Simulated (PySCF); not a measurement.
2,3-hexanedione, C₆H₁₀O₂.
Atom-mapped SMILES: `[CH3:1][CH2:2][CH2:3][C:4](=[O:5])[C:6]([CH3:7])=[O:8]` (hydrogens: H9, H10, H11 on C1; H12, H13 on C2; H14, H15 on C3; H16, H17, H18 on C7)

A GFN2-xTB structure was refined with PBE0-D3(BJ)/def2-SVP geometry optimisation, gas phase (PySCF). Its GFN2-xTB values:

```csv
coordinate,GFN2-xTB
C1–C2,1.522 Å
C1–H9,1.088 Å
C1–H10,1.088 Å
C2–C3,1.525 Å
C2–H12,1.092 Å
C3–C4,1.499 Å
C3–H14,1.094 Å
C4=O5,1.206 Å
C4–C6,1.544 Å
C6–C7,1.496 Å
C6=O8,1.206 Å
C7–H16,1.089 Å
C1–C2–C3,111.9°
C2–C3–C4,112.7°
C3–C4–O5,125.1°
C3–C4–C6,114.2°
C4–C6–C7,113.9°
C4–C6–O8,121.1°
O5–C4–C6,120.7°
C7–C6–O8,125.0°
C1–C2–C3–C4,178°
C2–C3–C4–O5,-1°
C3–C4–C6–C7,-175°
```

Problem. How do these coordinates change at the PBE0-D3(BJ)/def2-SVP level?

Solution. 
```tsv
coordinate	PBE0-D3(BJ)/def2-SVP (Å or °)	change
C1–H10	1.102	+0.014
C1–H9	1.102	+0.014
C7–H16	1.101	+0.012
C3–H14	1.105	+0.011
C2–H12	1.102	+0.010
C2–C3	1.517	-0.008
C1–C2	1.520	-0.002
C6–C7	1.498	+0.002
C4=O5	1.208	+0.002
C6=O8	1.207	+0.001
C3–C4	1.500	+0.001
C4–C6	1.544	0.000
C3–C4–C6	116.2	+2.0
C4–C6–C7	115.9	+2.0
C4–C6–O8	119.6	-1.5
O5–C4–C6	119.3	-1.4
C2–C3–C4	113.8	+1.1
C1–C2–C3	112.8	+0.9
C3–C4–O5	124.4	-0.7
C7–C6–O8	124.5	-0.5
C3–C4–C6–C7	-178	-3
C1–C2–C3–C4	180	+2
C2–C3–C4–O5	1	+2
```

The energy falls by 4.9 kJ/mol over 9 energy and gradient evaluations, the largest force component goes from 0.0189 to 1.9e-04 Eh/bohr, and the atoms move by 0.058 Å rms after alignment. Among the bonds, C1–H9, C1–H10, C1–H11 and C7–H17 change most and about equally (+0.013 to +0.014 Å). Bonds longer at the end by more than 0.005 Å: 10 of 17; shorter: 1. Rotational constants go from 4512, 1058, 875.9 to 4576, 1042, 867.0 MHz.

The run used 162 basis functions and 62 SCF cycles in all. On one thread of an Arm Neoverse V2, shared host with 32 logical CPUs at a one-minute load of 29, this took 88 s and 0.64 GiB of memory at its peak.

PBE0-D3(BJ)/def2-SVP frequencies: not computed here. The numbers are those of one conformer.

Shape of the structure used: `[CH3:1][CH2:2][CH2:3][C:4](=[O:5])[C:6]([CH3:7])=[O:8]`: C1–C2–C3–C4 180°, C2–C3–C4–O5 1°, C3–C4–C6–C7 -178°.
